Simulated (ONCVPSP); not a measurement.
**PBE ONCV dataset for Ho (Z = 67), scalar-relativistic all-electron reference.**

ONCVPSP 4.0.1 input, shortened (lines: element, Z, core and valence counts, functional; n l f; lmax; l rc ep ncon nbas qcut; lloc lpopt rc5 dvloc0; l nproj debl; icmod fcfact rcfact), PBE, scalar-relativistic:

```
  Ho 67.00   10    5        4      upf
    1    0    2.00
    2    0    2.00
    2    1    6.00
    3    0    2.00
    3    1    6.00
    3    2   10.00
    4    0    2.00
    4    1    6.00
    4    2   10.00
    4    3   10.00
    5    0    2.00
    5    1    6.00
    5    2    1.00
    6    0    1.50
    6    1    0.50
    2
    0    2.35    0.00    3    6    4.10
    1    1.95    0.00    4    7    6.70
    2    2.10    0.00    3    6    4.00
    4    5    1.60    0.00
    0    2    1.70
    1    2    3.30
    2    1    1.60
    2    0.45    0.75
```

All-electron outer shells of the reference configuration (PBE, scalar-relativistic, ld1.x):

```
shell  level (eV)  outermost node (bohr)  outermost maximum (bohr)
   4d     -167.02                   0.25                      0.52
   5s      -55.11                   0.61                      1.13
   5p      -29.83                   0.66                      1.28
   4f      -10.05                      –                      0.52
   6s       -4.75                   1.51                      3.22
   5d       -2.74                   0.74                      1.88
   6p       -1.65                   1.83                      4.41
```

What the tests gave:

```json
{
  "Cutoffs needed": "14 Ha and 27 Ha (the cutoffs (Ha) at which the residual kinetic energy of the hardest occupied pseudo-wave falls to 1 and 0.1 mHa per electron)",
  "Ghost test": "no bound ghost flagged; GHOST(+) flagged for s at 73.7 eV",
  "Largest excitation error": "+12 meV (all-electron minus pseudo) for 5s2 5p6 5d1 6s0 6p0, out of 4 test configurations",
  "rms error of d²Exc/dni dnj": "5.58 mHa without and 0.77 mHa with the model core"
}
```

Generation and tests took about 6.6 s on one core of a shared server CPU.
